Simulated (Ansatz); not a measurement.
Reaction (formal hydrolysis of a B–Ga bond): `CO[B](F)[GaH2]` + H₂O → `COB(O)F` + `[GaH3]`

Computed with Ansatz on PBE0-D4/def2-TZVP structures; ΔE is electronic, products minus reactants. CCSD(T)/CBS is the MP2 limit (def2-TZVPP, def2-QZVPP) plus CCSD(T) − MP2 in def2-TZVPP, frozen cores. This one scheme is used for every species. DFT in def2-TZVPP. For Ga outer-core shells are correlated without core-valence functions, which leaves a few kJ/mol of doubt a bond. Scalar relativity is left out up to krypton. One conformer a species, not always the lowest.

```json
{"level": "ωB97M-V", "ΔE (kJ/mol)": "-143.0"}
{"level": "BHLYP", "ΔE (kJ/mol)": "-154.4"}
{"level": "CAM-B3LYP", "ΔE (kJ/mol)": "-149.1"}
{"level": "HF/CBS(def2)", "ΔE (kJ/mol)": "-169.5"}
```

Task: What does CCSD(T)/CBS give? (Best estimate.)

Result: The calculation gave: -131.9 kJ/mol. The listed levels differ from it by -11.1, -22.5, -17.2, -37.6 kJ/mol.

Largest T1 diagnostic among the species: 0.014.

In def2-TZVPP, CCSD(T) changes the Hartree–Fock value by +30.4 kJ/mol (the triples alone add +3.9 kJ/mol) and MP2 by +29.0 kJ/mol. From r2SCAN to r2SCAN0 (25 % exact exchange), in def2-TZVPP and without D4, ΔE moves by −4.8 kJ/mol. At CCSD(T), def2-SVP lies −36.5 kJ/mol from the extrapolated value and def2-TZVPP −6.5 kJ/mol.

CCSD(T)/CBS has its own doubt, a few kJ/mol and more with outer-core shells, so smaller differences from it don't rank the levels.
